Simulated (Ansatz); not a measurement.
Ga₂N⁺, relaxed as a singlet with RKS PBE0-D4/def2-TZVP in Ansatz, starting from the GFN2-xTB geometry. Force threshold 0.02 eV/Å.

The restricted singlet is unstable: a solution with broken spin symmetry lies lower. At PBE0-D4/def2-TZVP a triplet of charge 1 lies 0.28 eV below the restricted singlet, each at its own geometry. The structure comes from a short search, and lower isomers may exist.

Start:

```tsv
atom	x (Å)	y (Å)	z (Å)
Ga1	-1.591	0.309	0.925
Ga2	1.591	-0.310	-0.925
N3	0.000	0.001	0.000
```

```json
{"step": "1", "energy (eV)": "-106221.5533", "largest force component (eV/Å)": "1.526", "SCF passes": "21"}
{"step": "2", "energy (eV)": "-106221.7322", "largest force component (eV/Å)": "0.843", "SCF passes": "21"}
{"step": "3", "energy (eV)": "-106221.7851", "largest force component (eV/Å)": "0.269", "SCF passes": "21"}
{"step": "4", "energy (eV)": "-106221.7897", "largest force component (eV/Å)": "0.011", "SCF passes": "21"}
```

Force components are those of the run's own axes.

End:

```tsv
atom	x (Å)	y (Å)	z (Å)
Ga1	-1.500	0.291	0.872
Ga2	1.500	-0.292	-0.872
N3	0.000	0.001	0.000
```

By distances, no bond broke or formed. The bond that changes most is Ga2–N3, from 1.87 to 1.76 Å (atoms count from 1).

No frequencies were taken in this run, so the end may be a saddle point.

Run time 3.8 s (4 threads of Arm Neoverse V2 on a shared host).
